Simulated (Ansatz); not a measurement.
Stepwise reaction of `C#C[Si](F)(F)Cl` with hydrogen chloride, as a gas-phase model of exchange steps in deposition or etching. ΔE in kJ/mol; ΔG adds harmonic PBE0-D4 terms to CCSD(T)/CBS, at 1 bar.

Isolated molecules relaxed with PBE0-D4/def2-TZVP in Ansatz; ΔE leaves out vibrations. CBS: MP2 limit from def2 TZ/QZ plus the TZ coupled-cluster correction, frozen cores. This one scheme is used for every species. DFT in def2-TZVPP. B3LYP here is the variant with VWN-RPA as its local correlation; programs differ in this.

```json
{"step": "1", "reaction": "`C#C[Si](F)(F)Cl` + HCl → `C#C[Si](F)(Cl)Cl` + H–F", "PBE-D4": "43.1", "B3LYP-D4": "53.3", "ωB97M-V": "52.4", "CCSD(T)/CBS": "50.4", "ΔG(500 K)": "55.3"}
```

(1) Give the row of step 2, `C#C[Si](F)(Cl)Cl` + HCl → `C#C[Si](Cl)(Cl)Cl` + H–F. (Best estimate.)

(2) By hand: ΔE of the 2 steps together at CCSD(T)/CBS.

Results:

(1) The calculation gave: 
| step | reaction | PBE-D4 | B3LYP-D4 | ωB97M-V | CCSD(T)/CBS | ΔG(500 K) |
| --- | --- | --- | --- | --- | --- | --- |
| 2 | `C#C[Si](F)(Cl)Cl` + HCl → `C#C[Si](Cl)(Cl)Cl` + H–F | 41.2 | 51.1 | 50.4 | 47.0 | 56.6 |

(2) (50.4) + (47.0) = 97.4 kJ/mol, or 48.7 kJ/mol a step.

In ΔE the steps differ by no more than 3.4 kJ/mol. All are uphill at CCSD(T)/CBS. ΔG lies between 55.3 and 56.6 kJ/mol a step. PBE-D4 differs from CCSD(T)/CBS by -7.3 to -5.8 kJ/mol a step. Isolated molecules leave out the surface, adducts and barriers. Largest T1 diagnostic: 0.012.
